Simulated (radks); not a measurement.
Q: Successive ionisation energies (eV) of one element, from differences of total energies of ions in their ground configurations, starting at charge 0: 11.157, 19.875, 29.363, 39.466, 50.081, 75.307, 88.229, 151.39, 175.22, 199.88, 225.34, 251.56, 278.52, 306.17, 334.52, 363.52, 393.17, 511.03, 543.03, 575.42, 608.14, 641.16. Calculated with a radial shooting solver on a logarithmic mesh with Libxc functionals: Dirac Kohn-Sham, PBE, spin-unpolarised, spherical densities, point nucleus; open shells are shared between the two j in proportion to 2j + 1. Which element is it?

A: Iodine (Z = 53). The first species listed is I in [Kr] 4d10 5s2 5p5, the last I21+ in [Ar] 3d10 4s2 4p2.
